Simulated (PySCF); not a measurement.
HFMgSe, singlet, geometry from GFN2-xTB (such geometries of metal compounds can be far from the true shape). Base run: CAMB3LYP/cc-pVDZ, polarisability (PySCF).

Here is a job for PySCF.
```python
from pyscf import gto, scf, dft
from pyscf.prop import polarizability

mol = gto.Mole()
mol.atom = '''
    Mg    0.35483975   -1.02972998    0.57115095
    F     1.14493692   -2.53492624    0.54911229
    Se   -0.39658803    0.99189219   -0.37099665
    H    -1.07851624    1.44676126    0.81806427
'''
mol.basis = 'cc-pvdz'
mol.verbose = 4
mol.build()

mf = dft.RKS(mol)
mf.xc = 'camb3lyp'
mf.kernel()
alpha = mf.Polarizability().polarizability()[2, 2]
print('alpha_zz =', alpha)
```

The base run was repeated with changes; each row names its change, and settings that it needs were set with it.

```
change                                         alpha_zz (bohr³)  basis functions  core-seconds (rough)
---------------------------------------------  ----------------  ---------------  --------------------
base                                                      37.91               64                    20
basis = 6-31G*                                            38.90               66                    30
basis = def2-SVPD                                         47.68               93                    40
finite field (a.u.) = 0.005; conv_tol = 1e-11             37.93               64                    40
finite field (a.u.) = 0.05; conv_tol = 1e-11              40.30               64                    50
finite field (a.u.) = 0.02; conv_tol = 1e-11              38.25               64                    40
basis = def2-SVP                                              …                …                    20
functional = hf                                           34.68               64                     2
basis = STO-3G                                                …                …                     6
finite field (a.u.) = 0.001; conv_tol = 1e-11             37.91               64                    40
finite field (a.u.) = 2e-4; conv_tol = 1e-11              37.91               64                    40
functional = lda,vwn                                      41.27               64                     7
```

Fill in the missing entries.


- basis = def2-SVP, alpha_zz (bohr³): 39.75
- basis = def2-SVP, basis functions: 69
- basis = STO-3G, alpha_zz (bohr³): 13.76
- basis = STO-3G, basis functions: 33

Finite-field rows take the second difference of the energy in a field along z; a small field with loose convergence shows SCF noise divided by the square of the field, and a large one adds hyperpolarisability.
